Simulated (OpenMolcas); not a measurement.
Mo4+ (d2) in a complex was computed by SS-CASPT2, IPEA 0.25 Eh, imaginary shift 0.1 Eh with the d shell active (OpenMolcas, ANO-RCC-VDZP on the metal). Its lowest spin-free states, and all those of the highest spin:

| 2S+1 | Degeneracy | E (cm-1) |
| --- | --- | --- |
| 3 | 1 | 0 |
| 3 | 1 | 810 |
| 3 | 1 | 1170 |
| 1 | 1 | 7900 |
| 1 | 1 | 8030 |
| 1 | 1 | 8570 |
| 1 | 1 | 8970 |
| 1 | 1 | 9110 |
| 1 | 1 | 19750 |
| 3 | 1 | 36290 |
| 3 | 1 | 38720 |
| 3 | 1 | 38960 |
| 3 | 1 | 50810 |
| 3 | 1 | 51180 |
| 3 | 1 | 56180 |
| 3 | 1 | 85380 |

Problem. Is the site octahedral, tetrahedral or cube-like, axial, or of lower symmetry?

Solution. The states with 2S+1 = 3 have orbital degeneracies 1, 1, 1, 1, 1, 1, 1, 1, 1, 1. No state of this spin is degenerate, so the site is of lower symmetry, with no axis of order three or more. The run had Mo4+ with 6 ligands (ammonia) in tetragonal octahedral coordination (Ci) at 2.07 Å, the axial distance 2.318 Å. Ligand basis ANO-RCC-VDZP.

Over all roots computed the reference weight is 0.68 to 0.70; a low but even weight reflects the number of correlated electrons. The least metal-like active orbital is 69 % on the metal (Löwdin) and no ligand orbital is active, so the numbers are rough. Ligand-to-metal charge-transfer states are missing. With no ligand orbital active B as a rule stays too high, so bands that hang on it stand too high and its fall with covalency is understated. With one d shell and no ligand orbital active, 10Dq can be off by a tenth or more. No measured value stands beside these numbers; the geometry is a model, was not optimised and need not be the one that this ion takes.
